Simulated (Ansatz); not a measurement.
C₂H₇NSSi (`N=C([SiH3])CS`), 12 atoms. Charge 0, multiplicity 1. All runs use 4 threads of an Arm Neoverse V2 on a shared host. Correlated methods freeze the cores.

Question: How many basis functions does each run have, and how long does it take in Ansatz? RKS BHLYP-D4/def2-TZVPP energy; RKS HSE06 (plane-wave form)-D4/def2-TZVPP energy; RHF-CCSD(T)/def2-SVP energy; RHF-MP2/def2-QZVPP energy; RKS PBE0-D4/def2-TZVPP energy; RKS ωB97M-V/def2-SVP energy; direct RPA on PBE orbitals/def2-TZVPP energy; RKS PBE0-D4/def2-SVP energy; RHF-CCSD(T)/def2-TZVPP energy; RKS PBE0-D4/def2-TZVP relaxation (25 steps); RKS PBE0-D4/def2-TZVP frequencies; RKS r2SCAN-D4/def2-TZVPP energy and forces. (An estimate is asked.)

Answer: Computed: Other jobs shared the machine, so times are rough.

| level | job | functions | wall time | peak host memory (GiB) |
| --- | --- | --- | --- | --- |
| RKS PBE0-D4/def2-SVP | energy | 113 | 1 s | 0.27 |
| RKS PBE0-D4/def2-TZVPP | energy | 275 | 3 s | 0.76 |
| RKS BHLYP-D4/def2-TZVPP | energy | 275 | 3.2 s | 0.79 |
| RKS HSE06 (plane-wave form)-D4/def2-TZVPP | energy | 275 | 3.3 s | 0.81 |
| RKS ωB97M-V/def2-SVP | energy | 113 | 4.3 s | 0.37 |
| RHF-CCSD(T)/def2-SVP | energy | 113 | 4.5 s | 0.54 |
| RKS r2SCAN-D4/def2-TZVPP | energy and forces | 275 | 4.5 s | 0.43 |
| direct RPA on PBE orbitals/def2-TZVPP | energy | 275 | 4.9 s | 0.7 |
| RHF-MP2/def2-QZVPP | energy | 521 | 23 s | 3.7 |
| RKS PBE0-D4/def2-TZVP | relaxation (25 steps) | 209 | 76 s | 0.59 |
| RHF-CCSD(T)/def2-TZVPP | energy | 275 | 2.6 min | 7.2 |
| RKS PBE0-D4/def2-TZVP | frequencies | 209 | 2.7 min | 0.59 |
